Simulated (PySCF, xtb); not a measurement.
C₃H₅BF₂, SMILES C1B(F)[C@H](C1)F.

Harmonic wavenumbers (cm⁻¹) from GFN2-xTB (xtb 6.7.1) at its own minimum, in rising order: 72, 154, 284, 385, 454, 564, 691, 735, 889, 941, 994, 1022, 1053, 1095, 1160, 1176, 1189, 1242, 1283, 1401, 1434, 1470, 2916, 3003, 3018, 3025, 3034.

### Question
What does PBE0-D3(BJ)/def2-SVP run with PySCF 2.14.0 give at its own minimum? (Estimate from the structure and the level; the computed values follow.)

### Answer
97, 171, 307, 396, 521, 605, 702, 735, 898, 918, 924, 1000, 1051, 1121, 1173, 1198, 1216, 1264, 1374, 1399, 1453, 1507, 3062, 3080, 3101, 3149, 3172. Paired by order, the mean absolute difference is 43 cm⁻¹ and the zero-point energies are 49.6 and 50.9 kcal/mol.
